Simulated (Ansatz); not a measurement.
Input and output for [In(OMe)H3]- (CH₆InO⁻).

```yaml
crystal:
  periodic: [false, false, false]
  atoms:
    - {symbol: In, position_ang: [-0.378513, 0.612865, -1.335689]}
    - {symbol: O, position_ang: [-0.334764, 0.569165, 0.767554]}
    - {symbol: C, position_ang: [0.314811, -0.506049, 1.340121]}
    - {symbol: H, position_ang: [-0.124030, -1.490369, 1.066046]}
    - {symbol: H, position_ang: [0.274239, -0.447307, 2.446273]}
    - {symbol: H, position_ang: [1.392306, -0.570478, 1.072644]}
    - {symbol: H, position_ang: [1.326485, 0.626359, -1.834033]}
    - {symbol: H, position_ang: [-1.263847, 2.091091, -1.712763]}
    - {symbol: H, position_ang: [-1.206688, -0.885278, -1.810133]}
basis:
  gaussian: {orbitals: def2-mTZVP, final_grid: {core_spheres: 20, valence_spheres: 16, degree: 47}}
total_charge: -1
hamiltonian: {xc: {name: B2PLYP}}
scf: {omitted_lower_state_checks: [starts]}
```

```sh
$ ansatz run in.yaml --threads 4 --pin off --events-out ev --progress --plain --max-ram 3916MiB
```

Shortened log:

```
Functional definition: B2PLYP
1044 factors; integrals over basis functions are off by at most 1.1e-3 eV
mean field evaluation 1: about -8341.3147 eV, gradient 1.8e1 eV
mean field evaluation 2: about -8341.3688 eV, gradient 1.9e1 eV
mean field evaluation 4: about -8342.1155 eV, gradient 4.6e0 eV
mean field evaluation 8: about -8342.1514 eV, gradient 3.7e-2 eV
mean field evaluation 16: about -8342.1514 eV, gradient 3.2e-6 eV
mean field -8342.15144481 eV, -306.5684110836 hartree, gradient 3.3e-6 eV, S^2 0.000000; 0 other end points of the search recorded, 0 dependent functions left out
6 core orbitals not correlated: weight in the atoms' cores, before any rotation towards them, 1.000 or more for the frozen orbitals, at most 0.000 for the correlated occupied ones
reference -8342.15163838 eV, -306.5684181972 hartree; 15, 15 occupied and 76, 76 virtual orbitals, 1044 factors
second order -16.21284004 eV of doubles, -0.00000000 eV of singles
Total energy: -8346.52910519 eV, -306.7292871353 hartree
Checks for a lower state left out: starts
```

It took 2.4 s on 4 threads of Arm Neoverse V1 on a shared host.

In the def2 sets In takes a core potential; there is no spin–orbit coupling. Correlated methods freeze 6 core orbitals; core or outer-core shells of In are correlated, in sets that lack core-valence functions. The highest occupied level of an anion often lies above zero with these methods, and sets without diffuse functions describe the outer electron poorly.
